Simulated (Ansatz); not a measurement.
Computed with Ansatz on PBE0-D4/def2-TZVP structures; ΔE is electronic, products minus reactants. CCSD(T)/CBS adds triple-zeta CCSD(T) − MP2 to the extrapolated MP2 energy (def2 sets, frozen cores). Functionals use def2-TZVPP. B3LYP here is the variant with VWN-RPA as its local correlation; programs differ in this. For Ge outer-core shells are correlated without core-valence functions, which leaves a few kJ/mol of doubt a bond. Scalar relativity is left out up to krypton. Each species was taken in one conformer, which may not be the lowest.

`O[SiH](O)[SiH](Cl)Cl` + `[F][Ge][Cl]` → `O[SiH](F)[SiH](Cl)Cl` + `[OH][Ge][Cl]`  (redistribution)

Problem. Is it downhill or uphill in electronic energy at CCSD(T)/CBS, and by how much? (An estimate is asked.)

Solution. The calculation gave: Downhill: ΔE = -21.7 kJ/mol.

Problem. What do these levels give: PBE-D4, ωB97M-V, B2PLYP, r2SCAN, PBE0, B3LYP, SCS-MP2/def2-TZVPP, CCSD/def2-TZVPP, CCSD(T)/def2-TZVPP, HF/def2-QZVPP, SCS-MP2/def2-QZVPP, MP2/CBS(def2)? (Estimate.)

Solution. Ansatz gave: PBE-D4 -17.7, ωB97M-V -17.7, B2PLYP -20.1, r2SCAN -20.2, PBE0 -18.7, B3LYP -18.1, SCS-MP2/def2-TZVPP -22.3, CCSD/def2-TZVPP -21.5, CCSD(T)/def2-TZVPP -21.8, HF/def2-QZVPP -18.3, SCS-MP2/def2-QZVPP -21.9, MP2/CBS(def2) -23.0 kJ/mol.

Largest T1 diagnostic among the species: 0.014.
